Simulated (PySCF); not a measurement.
CH5AlO.

```xyz
8

Al    -0.0885    -1.1939     0.0000
H      1.0176    -2.3094     0.0000
H     -1.6444    -1.4659     0.0000
O      0.4603     0.4037     0.0000
C     -0.1583     1.6677     0.0000
H     -1.2522     1.5967     0.0000
H      0.1486     2.2319     0.8850
H      0.1486     2.2319    -0.8850
```

Coordinates come from a B3LYP-D3(BJ)/def2-TZVP optimisation.

The numbers are results of PBE0/pcSseg-2 run with PySCF, not measurements. Non-relativistic, no solvent.

### Question
Give the absolute GIAO shielding of each atom: isotropic value and principal components (ppm). (An estimate is asked for; the answer gives what the named calculation found.)

### Answer

```tsv
atom	σ(iso)	σ11	σ22	σ33	span
Al1	374.3	332.1	354.3	436.7	104.7
H2	27.0	23.8	25.0	32.1	8.3
H3	26.7	24.0	24.8	31.3	7.3
O4	252.4	112.8	286.3	358.2	245.4
C5	128.2	97.9	103.4	183.3	85.4
H6	27.5	24.1	25.8	32.6	8.5
H7	27.6	23.9	25.6	33.3	9.5
H8	27.6	23.9	25.6	33.3	9.5
```
